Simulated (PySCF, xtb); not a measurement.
W(O)(NH)(F)(Cl) (ClFHNOW), SMILES [NH]=[W](=[O])([F])[Cl], multiplicity 1.

GFN2-xTB in xtb at its own geometry gives an orbital gap of 2.36 eV and a dipole moment of 2.76 D.

Geometry optimised at PBE-D3(BJ)/def2-SVP. The spin state was assumed, not searched. The structure was generated by enumeration; whether it is a known compound was not checked. The def2 effective core potentials stand for the cores of W; spin–orbit coupling is left out.

What does PBE/def2-TZVP in PySCF give? (The exact figures need the calculation; the answer reports its results.)

gap 4.04 eV (levels -7.38 and -3.34 eV), dipole 1.39 D.
